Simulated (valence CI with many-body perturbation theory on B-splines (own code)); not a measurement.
## Ge²⁶⁺: E2, M1, M2 decay

Level of theory: configuration interaction combined with many-body perturbation theory (CI+MBPT): four valence electrons over a frozen Dirac-Fock core [He], radial functions for each j: 11 s, 11 p, 10 d, 8 f, 5 g, 2 h, with the one-electron correlation potential Σ1, the two-electron term Σ2, the three-electron term Σ3, Breit, model QED; selected CI, second order for the rest, scaled by the run's own slope (own B-spline code, finite nucleus).

The last digits are not significant, and no measured levels were compared; by estimate large intervals hold to a few tenths of a per cent, small ones and those within an open d or f shell to about a per cent. Among the levels kept, up to 1100 cm⁻¹ of a level comes from second order outside the variational space, and about a tenth of that is noise between levels of different J, which matters for small intervals.

Lines 1 to 46 of 46 in falling wavelength, among levels below 15088 × 10³ cm⁻¹, chosen from the decays that carry over 1 % of a level's rate. Wavelengths and rates use the calculated energies. Electric multipoles are in the length gauge with retardation, E1 and E2 with the static RPA response of the core. M1 uses the relativistic operator with retardation. S is in atomic units (e²a₀⁴ for E2 and M2, e²a₀⁶ for E3), for M1 in squared Bohr magnetons. Weak lines are less certain than strong ones. Lines between different terms over intervals too small for the method are left out, as are lines whose strength nearly cancels. The highest levels of a list are the least certain.

Levels are named by their leading jj configuration (3d3/2^4 stands for four electrons in 3d with j = 3/2), which in mixed levels can hold well under half, so a name can repeat and another be missing. Letters in brackets count levels of one name in rising energy.

```tsv
λ vac (nm)	Upper	Lower	Type	A (s⁻¹)	S (a.u.)
146.8	(2s^2 2p1/2 2p3/2) J=2	(2s^2 2p1/2 2p3/2) J=1	M1	2.44e+03	1.43e+00
45.50	(2s^2 2p1/2 2p3/2) J=1	(2s^2 2p1/2^2) J=0	M1	1.58e+05	1.66e+00
36.43	(2s^2 2p3/2^2) J=2	(2s^2 2p1/2 2p3/2) J=2	M1	2.05e+05	1.84e+00
34.74	(2s^2 2p1/2 2p3/2) J=2	(2s^2 2p1/2^2) J=0	E2	3.09e+01	6.98e-04
29.19	(2s^2 2p3/2^2) J=2	(2s^2 2p1/2 2p3/2) J=1	M1	2.33e+05	1.07e+00
19.65	(2s^2 2p3/2^2) J=0	(2s^2 2p1/2 2p3/2) J=1	M1	1.20e+06	3.38e-01
0.8674	(2s^2 2p3/2 3d5/2) J=4	(2s 2p3/2^3) J=2	E2	4.20e+07	1.66e-05
0.8489	(2s^2 2p3/2 3d5/2) J=4	(2s 2p1/2 2p3/2^2) J=2 [b]	E2	1.35e+08	4.76e-05
0.8332	(2s^2 2p3/2 3d5/2) J=4	(2s 2p1/2 2p3/2^2) J=3	E2	5.52e+07	1.78e-05
0.8275	(2s^2 2p3/2 3d5/2) J=4	(2s 2p1/2 2p3/2^2) J=2 [a]	E2	3.93e+07	1.22e-05
0.8197	(2s 2p3/2^2 3p3/2) J=4	(2s 2p3/2^3) J=2	E2	7.58e+08	2.26e-04
0.8147	(2s 2p1/2 2p3/2 3p3/2) J=3 [a]	(2s 2p1/2 2p3/2^2) J=2 [a]	E2	8.40e+08	1.88e-04
0.8135	(2s 2p1/2 2p3/2 3p3/2) J=4	(2s 2p1/2 2p3/2^2) J=3	E2	1.12e+09	3.20e-04
0.8094	(2s^2 2p1/2 3p1/2) J=1	(2s^2 2p1/2 2p3/2) J=2	E2	6.88e+09	6.40e-04
0.8059	(2s^2 2p3/2 3p1/2) J=1	(2s^2 2p3/2^2) J=2	E2	9.97e+09	9.08e-04
0.8050	(2s^2 2p1/2 3p1/2) J=1	(2s^2 2p1/2 2p3/2) J=1	E2	6.49e+09	5.87e-04
0.8042	(2s^2 2p3/2 3p1/2) J=2	(2s^2 2p3/2^2) J=2	E2	7.77e+09	1.17e-03
0.8036	(2s 2p3/2^2 3p1/2) J=0	(2s 2p3/2^3) J=2	E2	1.42e+10	4.24e-04
0.8031	(2s 2p3/2^2 3p3/2) J=4	(2s 2p1/2 2p3/2^2) J=2 [b]	E2	9.19e+08	2.47e-04
0.8028	(2s^2 2p3/2 3d5/2) J=4	(2s 2p1/2^2 2p3/2) J=2	E2	3.18e+07	8.51e-06
0.8028	(2s^2 2p3/2 3p3/2) J=3	(2s^2 2p3/2^2) J=2	E2	3.46e+09	7.22e-04
0.8025	(2s^2 2p1/2 3p1/2) J=0	(2s^2 2p1/2 2p3/2) J=2	E2	1.04e+10	3.11e-04
0.8013	(2s^2 2p1/2 3p3/2) J=2	(2s^2 2p1/2 2p3/2) J=2	E2	4.49e+09	6.63e-04
0.7972	(2s 2p1/2 2p3/2 3d5/2) J=5	(2s 2p1/2 2p3/2^2) J=3	M2	6.98e+07	2.21e-05
0.7969	(2s^2 2p1/2 3p3/2) J=2	(2s^2 2p1/2 2p3/2) J=1	E2	2.14e+09	3.07e-04
0.7908	(2s^2 2p3/2 3p3/2) J=0	(2s^2 2p3/2^2) J=2	E2	1.68e+10	4.63e-04
0.7907	(2s 2p1/2 2p3/2 3p3/2) J=3 [a]	(2s 2p1/2^2 2p3/2) J=2	E2	6.85e+09	1.32e-03
0.7891	(2s 2p3/2^2 3p3/2) J=4	(2s 2p1/2 2p3/2^2) J=3	E2	6.19e+09	1.52e-03
0.7856	(2s 2p1/2 2p3/2 3p3/2) J=0 [b]	(2s 2p1/2 2p3/2^2) J=2 [a]	E2	5.93e+09	1.58e-04
0.7855	(2s^2 2p3/2 3p3/2) J=3	(2s^2 2p1/2 2p3/2) J=2	E2	4.72e+09	8.83e-04
0.7853	(2s^2 2p3/2 3d5/2) J=4	(2s^2 2p3/2^2) J=2	M2	6.98e+07	1.68e-05
0.7845	(2s 2p1/2 2p3/2 3p3/2) J=4	(2s 2p1/2^2 2p3/2) J=2	E2	8.60e+09	2.05e-03
0.7840	(2s 2p3/2^2 3p3/2) J=4	(2s 2p1/2 2p3/2^2) J=2 [a]	E2	4.79e+09	1.14e-03
0.7832	(2s^2 2p1/2 3p3/2) J=2	(2s^2 2p1/2^2) J=0	E2	5.64e+09	7.42e-04
0.7813	(2s^2 2p3/2 3p3/2) J=3	(2s^2 2p1/2 2p3/2) J=1	E2	4.22e+09	7.67e-04
0.7510	(2p1/2 2p3/2^2 3d5/2) J=4	(2s 2p3/2^3) J=2	E2	2.80e+09	5.38e-04
0.7380	(2s 2p1/2 2p3/2 3d3/2) J=4	(2s^2 2p1/2 2p3/2) J=2	E2	3.36e+09	5.92e-04
0.7371	(2p1/2 2p3/2^2 3d5/2) J=4	(2s 2p1/2 2p3/2^2) J=2 [b]	E2	1.61e+09	2.82e-04
0.7252	(2p1/2 2p3/2^2 3d5/2) J=4	(2s 2p1/2 2p3/2^2) J=3	E2	1.44e+09	2.32e-04
0.7211	(2p1/2 2p3/2^2 3d3/2) J=0	(2s 2p1/2 2p3/2^2) J=2 [a]	E2	1.41e+10	2.45e-04
0.7209	(2p1/2 2p3/2^2 3d5/2) J=4	(2s 2p1/2 2p3/2^2) J=2 [a]	E2	2.86e+10	4.47e-03
0.7151	(2p1/2^2 2p3/2 3d3/2) J=2	(2s 2p1/2^2 2p3/2) J=2	E2	2.74e+10	2.29e-03
0.7150	(2p1/2^2 2p3/2 3d3/2) J=3	(2s 2p1/2^2 2p3/2) J=2	E2	3.18e+10	3.71e-03
0.7146	(2p1/2^2 2p3/2 3d3/2) J=0	(2s 2p1/2^2 2p3/2) J=2	E2	3.61e+10	6.01e-04
0.7142	(2p1/2^2 2p3/2 3d5/2) J=4	(2s 2p1/2^2 2p3/2) J=2	E2	3.56e+10	5.32e-03
0.7021	(2p1/2 2p3/2^2 3d5/2) J=4	(2s 2p1/2^2 2p3/2) J=2	E2	1.85e+09	2.54e-04
```
